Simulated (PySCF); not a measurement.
# Partial charges of `O=CO[C@@H]1OCC(=O)C[SiH2]1`

Compound: C₅H₈O₄Si.
Geometry (GFN2-xTB, Å), atoms numbered from 1 in this order:
```
atom  x, y, z in Å
O1     3.4954    0.8244   -0.1511
C2     2.9083   -0.0738   -0.6757
O3     1.6488   -0.4175   -0.4845
C4     0.8888    0.3257    0.4932
O5     0.2981   -0.5577    1.3986
C6    -0.6225   -1.4709    0.8367
C7    -1.8562   -0.8563    0.1892
O8    -2.6156   -1.5275   -0.4635
C9    -1.9951    0.6167    0.3874
Si10  -0.4431    1.4052   -0.4003
H11    3.3444   -0.7489   -1.4315
H12    1.5976    0.9108    1.0896
H13   -0.9446   -2.1048    1.6684
H14   -0.1324   -2.1142    0.0945
H15   -1.9738    0.8336    1.4564
H16   -2.9346    0.9672   -0.0336
H17   -0.3543    1.1853   -1.8423
H18   -0.3180    2.8091   -0.0171
```

Density: PBE0/pcSseg-1 (PySCF); schemes: Mulliken, IAO, Hirshfeld and ESP-fitted. Geometry: GFN2-xTB, one conformer, isolated molecule. GFN2-xTB frequencies show an imaginary mode (22i cm⁻¹), so this geometry is no minimum at that level.

For which atoms does the sign change between the 4 schemes (beyond +0.03 e in one, beyond −0.03 e in another)?

C6. Atomic charges aren't observables, and each scheme defines them in its own way.

At which atom do the 4 schemes differ most?

At C2: from +0.179 (Hirshfeld) to +0.632 e (ESP-fitted), 0.453 e apart.

Do the Mulliken, IAO, Hirshfeld and ESP-fitted schemes agree on where the charge is highest?

The schemes don't all agree: Mulliken Si10 (+0.680); IAO Si10 (+0.747); Hirshfeld Si10 (+0.353); ESP-fitted C2 (+0.632).

What partial charge does each atom carry?

In e:

```tsv
atom	environment	Mulliken	IAO	Hirshfeld	ESP-fitted
O1	ester carbonyl oxygen	-0.407	-0.447	-0.251	-0.521
C2	ester carbonyl carbon	+0.430	+0.401	+0.179	+0.632
O3	ester single-bonded oxygen	-0.450	-0.350	-0.100	-0.364
C4	sp3 carbon bearing two oxygens	+0.069	-0.015	+0.025	+0.109
O5	cyclic ether oxygen	-0.489	-0.374	-0.134	-0.319
C6	sp3 carbon bound to oxygen	+0.076	-0.129	-0.011	-0.119
C7	ketone carbonyl carbon	+0.122	+0.374	+0.155	+0.533
O8	ketone oxygen	-0.349	-0.415	-0.240	-0.491
C9	sp3 carbon bound to silicon	-0.510	-0.593	-0.169	-0.380
Si10	SiH2 silicon	+0.680	+0.747	+0.353	+0.385
H11	formyl hydrogen	+0.107	+0.131	+0.063	+0.013
H12	methine hydrogen	+0.161	+0.177	+0.042	+0.149
H13	methylene hydrogen	+0.162	+0.185	+0.064	+0.144
H14	methylene hydrogen	+0.149	+0.162	+0.044	+0.112
H15	methylene hydrogen	+0.182	+0.177	+0.055	+0.119
H16	methylene hydrogen	+0.168	+0.173	+0.051	+0.135
H17	Si–H hydrogen	-0.043	-0.103	-0.066	-0.060
H18	Si–H hydrogen	-0.057	-0.102	-0.062	-0.078
```

Mean size of the charges over all atoms: IAO 0.281 e, ESP-fitted 0.259 e, Mulliken 0.256 e, Hirshfeld 0.115 e. Each set sums to the total charge, 0, to within 0.001 e. The Mulliken scheme gives each basis function's population to the atom it is centred on and halves the overlap population of two atoms between them.

How closely do the schemes follow one another over all atoms?

Correlation coefficient and root-mean-square difference: IAO with Hirshfeld 0.97, 0.200 e; Mulliken with IAO 0.96, 0.094 e; Mulliken with Hirshfeld 0.93, 0.190 e; IAO with ESP-fitted 0.92, 0.132 e; Hirshfeld with ESP-fitted 0.92, 0.196 e; Mulliken with ESP-fitted 0.88, 0.156 e.

Sum the charges by element, for elements with more than one atom.

| element | atoms | Mulliken | IAO | Hirshfeld | ESP-fitted |
| --- | --- | --- | --- | --- | --- |
| O | 4 | -1.695 | -1.585 | -0.725 | -1.696 |
| C | 5 | +0.187 | +0.039 | +0.180 | +0.776 |
| H | 8 | +0.828 | +0.799 | +0.192 | +0.534 |

How many electrons does the ESP-fitted scheme count on O8?

Z − q = 8 − (-0.491) = 8.491.
